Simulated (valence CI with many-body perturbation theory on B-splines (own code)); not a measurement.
**Sn37+: what each term of the Hamiltonian does**

Computed by valence CI with perturbative core correlation (CI+MBPT): three valence electrons over a frozen Dirac-Fock core [Ne], a basis of 11 s, 11 p, 9 d, 7 f, 5 g, 2 h, 1 i functions for each j, with the one-electron correlation potential Σ1 (screened to all orders), the two-electron term Σ2, the three-electron term Σ3, Breit, model QED; selected single and double excitations, second order for the rest (own B-spline code, finite nucleus).

The last digits are not significant, and no measured levels were compared; by estimate large intervals hold to a few tenths of a per cent, small ones and those within an open d or f shell to about a per cent.

Each rung adds one term. CI alone is the Dirac-Coulomb CI over the frozen core; QED comes last and gives the full result, which names the levels. Energies are above (3s^2 3p1/2) J=1/2 on the same rung, in eV.

Levels are named by their leading jj configuration (3d3/2^4 stands for four electrons in 3d with j = 3/2), which in mixed levels can hold well under half, so a name can repeat and another be missing. Letters in brackets count levels of one name in rising energy.

```tsv
Level	CI alone	+ Σ1	+ Σ2	+ Σ3	+ Breit	Full
(3s^2 3p3/2) J=3/2	58.27	58.33	58.37	58.37	57.48	57.58
(3s 3p1/2^2) J=1/2	89.87	89.67	89.73	89.74	90.64	89.57
(3s 3p1/2 3p3/2) J=3/2 [a]	133.19	133.04	133.27	133.29	133.36	132.39
(3s 3p1/2 3p3/2) J=5/2	143.28	143.14	143.28	143.30	143.13	142.18
(3s 3p1/2 3p3/2) J=3/2 [b]	157.46	157.32	157.30	157.31	157.12	156.27
(3s 3p1/2 3p3/2) J=1/2	166.12	165.98	165.53	165.53	165.66	164.66
(3s 3p3/2^2) J=5/2	192.91	192.84	193.01	193.03	191.83	191.24
(3s^2 3d3/2) J=3/2	199.62	199.50	198.99	198.96	197.86	197.65
(3s^2 3d5/2) J=5/2	218.25	218.18	217.70	217.66	216.19	215.89
(3s 3p3/2^2) J=1/2	224.57	224.50	224.28	224.28	223.55	222.67
(3s 3p3/2^2) J=3/2	229.86	229.78	229.27	229.26	228.40	227.55
(3p1/2^2 3p3/2) J=3/2	250.68	250.34	250.16	250.20	250.90	249.03
(3s 3p1/2 3d3/2) J=3/2 [a]	264.40	264.07	264.08	264.09	263.80	262.64
(3s 3p1/2 3d3/2) J=5/2	270.56	270.24	270.24	270.25	269.74	268.61
(3s 3p1/2 3d5/2) J=5/2 [a]	285.30	285.03	284.96	284.95	284.13	282.99
(3s 3p1/2 3d3/2) J=1/2	286.75	286.43	286.03	286.02	285.67	284.58
(3s 3p1/2 3d3/2) J=3/2 [b]	287.29	286.97	286.61	286.59	286.11	285.01
(3s 3p1/2 3d5/2) J=7/2	290.65	290.38	290.28	290.27	289.15	288.09
(3p1/2 3p3/2^2) J=3/2 [a]	293.02	292.74	292.55	292.57	292.29	290.71
(3s 3p1/2 3d5/2) J=5/2 [b]	295.63	295.36	295.18	295.17	294.41	293.16
(3p1/2 3p3/2^2) J=5/2	313.51	313.23	312.94	312.93	312.34	310.89
(3p1/2 3p3/2^2) J=1/2	317.81	317.54	317.31	317.33	317.25	315.45
(3p1/2 3p3/2^2) J=3/2 [b]	321.02	320.73	320.06	320.02	319.74	318.21
(3s 3p3/2 3d5/2) J=9/2	332.96	332.77	332.89	332.90	330.95	329.99
(3s 3p3/2 3d3/2) J=3/2 [a]	332.84	332.58	332.37	332.35	331.14	330.13
(3s 3p3/2 3d3/2) J=5/2 [a]	333.03	332.77	332.50	332.49	331.20	330.15
(3s 3p3/2 3d3/2) J=1/2 [a]	333.30	333.04	332.87	332.85	331.72	330.72
(3s 3p3/2 3d3/2) J=7/2	334.60	334.36	334.16	334.15	332.54	331.56
(3s 3p3/2 3d5/2) J=3/2 [a]	345.48	345.27	345.11	345.09	343.57	342.50
(3s 3p3/2 3d5/2) J=5/2 [a]	348.39	348.18	347.89	347.87	346.16	345.14
(3s 3p3/2 3d3/2) J=3/2 [b]	354.55	354.30	353.78	353.77	352.72	351.45
```

(1) How does the ionisation energy move along the ladder, and which term matters most?

Answers

(1) CI alone 2525.5, + Σ1 2526.5, + Σ2 2526.4, + Σ3 2526.3, + Breit 2524.0, + QED 2524.0 eV. The largest step is Breit, -2.3 eV. NIST lists 2499 ± 11 eV (semi-empirical).
